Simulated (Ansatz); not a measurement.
`F[Si]([SiH3])(Cl)Br` + H₂O → `O[Si](F)([SiH3])Cl` + HBr at 298.15 K and 1 bar (formal hydrolysis of the Si–Br bond).

Computed with Ansatz on PBE0-D4/def2-TZVP structures; ΔE is electronic, products minus reactants. CBS: MP2 limit from def2 TZ/QZ plus the TZ coupled-cluster correction, frozen cores. This one scheme is used for every species. For Br outer-core shells are correlated without core-valence functions, which leaves a few kJ/mol of doubt a bond. Scalar relativity is left out up to krypton. Each species was taken in one conformer, which may not be the lowest.

| species | CCSD(T)/CBS energy (Eh) | H − E (kJ/mol) | S (J/(mol·K)) |
| --- | --- | --- | --- |
| `F[Si]([SiH3])(Cl)Br` | -3713.01520 | 106.0 | 386.0 |
| H₂O | -76.37941 | 66.4 | 188.7 |
| `O[Si](F)([SiH3])Cl` | -1215.48049 | 139.9 | 371.8 |
| HBr | -2573.91920 | 24.6 | 198.6 |

H − E and S are ideal-gas, rigid-rotor, harmonic terms from PBE0-D4/def2-TZVP, for one conformer and one mirror image of each species. 1 Eh = 2625.50 kJ/mol, R = 8.31446 J/(mol·K).

Q: By hand: ΔE, ΔH, ΔS and ΔG.

A: ΔE = (-1215.48049) + (-2573.91920) − (-3713.01520) − (-76.37941) = -0.00508 Eh = -13.3 kJ/mol. Δ(H − E) = 139.9 + 24.6 − 106.0 − 66.4 = -7.9, so ΔH = -21.2 kJ/mol. ΔS = 371.8 + 198.6 − 386.0 − 188.7 = -4.3 J/(mol·K). ΔG = -21.2 − 298.15 × (-4.3)/1000 = -19.9 kJ/mol.

Q: By hand: the equilibrium constant, and the temperature at which ΔG would vanish if ΔH and ΔS stayed fixed.

A: log₁₀ K = −ΔG/(RT ln 10) = 3.5. ΔG = 0 at ΔH/ΔS = 4930 K, far beyond where these terms or the molecules hold.

The number of gas molecules stays the same, so ΔS is small and ΔH decides. A doubt of 5 kJ/mol in ΔE shifts log₁₀ K by 0.9 here. Other conformers and mirror images would add mixing entropy, several J/(mol·K) or more a flexible species. These are equilibria of isolated gas molecules and say nothing of rates. Largest T1 diagnostic: 0.012 (customary marks: 0.02 for closed shells, 0.045 for open ones).
